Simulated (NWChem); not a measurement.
C₃H₄F₂Si; SMILES FC(F)C#C[SiH3]

Program: NWChem. The geometry was optimised at PBE0/def2-SVP. Level r2SCAN/def2-SVP: energy and gradient on several grids; changes count from the extra-fine grid, which is no exact limit either.

**Question.** Which is the coarsest grid (fine; xfine; coarse; xcoarse; medium) from which on the energy stays within 500 μHa and each gradient component within 500 μHa/bohr of xfine?

**Answer.** medium.
```json
[
 {"grid": "xcoarse", "size of the energy change (μHa)": "20000", "largest change of a gradient component (μHa/bohr)": "5000", "time, medium = 1 (rough)": "about 1"},
 {"grid": "coarse", "size of the energy change (μHa)": "2000", "largest change of a gradient component (μHa/bohr)": "600", "time, medium = 1 (rough)": "about 1"},
 {"grid": "medium", "size of the energy change (μHa)": "300", "largest change of a gradient component (μHa/bohr)": "200", "time, medium = 1 (rough)": "about 1"},
 {"grid": "fine", "size of the energy change (μHa)": "40", "largest change of a gradient component (μHa/bohr)": "< 30", "time, medium = 1 (rough)": "about 1"},
 {"grid": "xfine", "size of the energy change (μHa)": "< 10", "largest change of a gradient component (μHa/bohr)": "< 30", "time, medium = 1 (rough)": "3"}
]
```
